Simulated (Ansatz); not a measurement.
A run for Ansatz (a program for electronic structure): R-CCSD(T)/def2-SVPD on C3H9I (a complex), monomers drawn apart or pushed together. Elements past Kr take the def2 small-core potentials; no spin–orbit coupling. The run froze 12 orbitals, filled d shells among them.

Ansatz 0.2 input:
```yaml
crystal:
  periodic: [false, false, false]
  atoms:
    - {symbol: C, position_ang: [-0.53414672, 0.50470735, 0.23525862]}
    - {symbol: C, position_ang: [0.64776905, -0.40014254, -0.09892718]}
    - {symbol: H, position_ang: [-1.27095892, 0.50868097, -0.57027818]}
    - {symbol: H, position_ang: [-0.21467143, 1.53766803, 0.38995405]}
    - {symbol: H, position_ang: [-1.03851712, 0.17205003, 1.14417659]}
    - {symbol: H, position_ang: [0.32165146, -1.42784252, -0.26844102]}
    - {symbol: H, position_ang: [1.37466540, -0.42503426, 0.71506768]}
    - {symbol: H, position_ang: [1.16545239, -0.06344294, -0.99935610]}
    - {symbol: C, position_ang: [1.13703526, 1.25779237, 4.44212250]}
    - {symbol: I, position_ang: [0.71062282, -0.76005912, 5.06785191]}
    - {symbol: H, position_ang: [1.69107021, 1.73421901, 5.24238127]}
    - {symbol: H, position_ang: [1.72327406, 1.19781680, 3.53278770]}
    - {symbol: H, position_ang: [0.18751355, 1.74933331, 4.26688989]}
basis:
  gaussian:
    orbitals: def2-SVPD
magnetization: {spin_polarized: false}
correlation: {method: ccsd_t, electrons: outside_noble_gas}
scf: {lower_state_search: off}
```

The head of its log:

```
WARN ansatz: RAYON_NUM_THREADS=1 ignored (pool sized by the plan → 1); use --threads N
Functional definition: HF
these checks for a lower state are left out or cut short: stability, starts, cluster_reference, orbital_swaps, neighbouring_geometries, increment
integrals: 0.61 GiB planned
1759 factors; integrals over basis functions are off by at most 1.2e-3 eV
mean field: 0.60 GiB planned
mean field evaluation 1: about -11301.7327 eV, gradient 2.6e1 eV
mean field evaluation 2: about -11301.9431 eV, gradient 2.7e1 eV
mean field evaluation 4: about -11303.9461 eV, gradient 2.7e0 eV
mean field evaluation 8: about -11303.9719 eV, gradient 1.2e-1 eV
mean field -11303.97196998 eV, -415.4133077895 hartree, gradient 1.8e-6 eV, S^2 0.000000; 0 other end points of the search recorded, 0 dependent functions left out
12 core orbitals not correlated
reference -11303.97196998 eV, -415.4133077895 hartree; 14, 14 occupied and 141, 141 virtual orbitals, 1759 factors
```

Question: Predict the final total energy.

Answer: -416.0747 hartree (reference determinant -415.4133, T1 diagnostic 0.009).
